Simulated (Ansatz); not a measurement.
Consider the substitution at a C–O bond: `O=C(O)O[SiH3]` + `CBO` → `CBOC(=O)O` + silanol.

Isolated molecules relaxed with PBE0-D4/def2-TZVP in Ansatz; ΔE leaves out vibrations. CCSD(T)/CBS is the MP2 limit (def2-TZVPP, def2-QZVPP) plus CCSD(T) − MP2 in def2-TZVPP, frozen cores. DFT in def2-TZVPP. Each species was taken in one conformer, which may not be the lowest.

`O=C(O)O[SiH3]`:

Z-matrix (Å, degrees):
```
Si
O 1 1.693
H 1 1.479 2 102.7
H 1 1.479 2 110.1 3 -118.2
H 1 1.479 2 110.1 3 118.2
C 2 1.322 1 117.1 3 180.0
O 6 1.331 2 110.3 1 -180.0
O 6 1.204 2 124.8 1 0.0
H 7 0.965 6 106.4 2 180.0
```

`CBO`:

Cartesian coordinates in Å:
```
C 0.504 -0.858 -0.153
B -0.242 0.434 0.300
O -0.784 1.254 -0.636
H 0.521 -0.990 -1.237
H 0.040 -1.740 0.302
H 1.535 -0.848 0.217
H -0.353 0.729 1.465
H -1.221 2.020 -0.257
```

`CBOC(=O)O`:

Z-matrix (Å, degrees):
```
C
B 1 1.550
H 1 1.096 2 109.9
H 1 1.096 2 109.4 3 114.8
H 1 1.091 2 114.1 3 -122.9
O 2 1.381 1 117.8 3 122.6
H 2 1.194 1 123.9 3 -56.1
C 6 1.344 2 122.2 1 173.6
O 8 1.194 6 126.6 2 -22.8
O 8 1.332 6 108.1 2 158.8
H 10 0.965 8 106.4 6 178.1
```

`O[SiH3]`:

Z-matrix (Å, degrees):
```
Si
O 1 1.648
H 1 1.489 2 111.7
H 1 1.489 2 111.7 3 120.9
H 1 1.481 2 105.9 3 -119.6
H 2 0.957 1 117.9 3 -60.5
```

```tsv
level	ΔE (kcal/mol)	difference from CCSD(T)/CBS
PBE-D4	7.0	0.8
PBE0-D4	6.6	0.4
ωB97X-V	6.5	0.3
ωB97M-V	6.7	0.5
PBE	6.7	0.5
HF/def2-TZVPP	5.2	-1.0
MP2/def2-QZVPP	6.4	0.2
SCS-MP2/def2-QZVPP	6.2	0.0
HF/CBS(def2)	5.1	-1.1
CCSD/CBS(def2)	6.0	-0.2
CCSD(T)/CBS	6.2	0
```

Largest T1 diagnostic among the species: 0.014.

In def2-TZVPP, CCSD(T) changes the Hartree–Fock value by +1.3 kcal/mol (the triples alone add +0.2 kcal/mol) and MP2 by +1.4 kcal/mol.
